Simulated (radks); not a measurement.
Species: the rubidium ion Rb4+. Configuration: [Ar] 3d10 4s2 4p2.75 5s0.25 (fractional occupations, a model configuration). All-electron calculation, scalar-relativistic Kohn-Sham, exchange-only B88, spin-polarised, spherical densities, finite nucleus; open shells are filled with parallel spins first (spin-orbit coupling, left out, can overturn this in heavy ions); Fermi nuclear charge, rms radius 4.2036 fm. Program: a radial shooting solver on a logarithmic mesh with Libxc functionals. Some entries of the table are withheld. Estimate them.

orbital  occ.  eigenvalue (eV)  <1/r> (bohr^-1)
1s up       1        -15091.47            37.88
1s down     1        -15091.14            37.88
2s up       1        -2062.133            8.433
2s down     1        -2061.945            8.433
2p up       3        -1834.625            8.242
2p down     3        -1834.314            8.242
3s up       1        -350.5777            2.810
3s down     1        -350.1234            2.811
3p up       3        -277.5786            2.657
3p down     3        -277.0602            2.659
3d up       5        -156.7259            2.395
3d down     5        -156.1000            2.401
4s up       1              (1)              (2)
4s down     1              (3)              (4)
4p up    2.75              (5)           0.8776
4p down     0              (6)           0.8772
4d up       0         -36.7337           0.6651
4d down     0         -32.8442           0.6403
5s up    0.25         -30.9186           0.4499
5p up       0         -25.5101           0.3991
4f up       0         -18.4053           0.3693

Answer. 
(1) 4s up eigenvalue (eV): -80.3988
(2) 4s up <1/r> (bohr^-1): 0.9877
(3) 4s down eigenvalue (eV): -76.0127
(4) 4s down <1/r> (bohr^-1): 0.9952
(5) 4p up eigenvalue (eV): -62.3615
(6) 4p down eigenvalue (eV): -57.9187
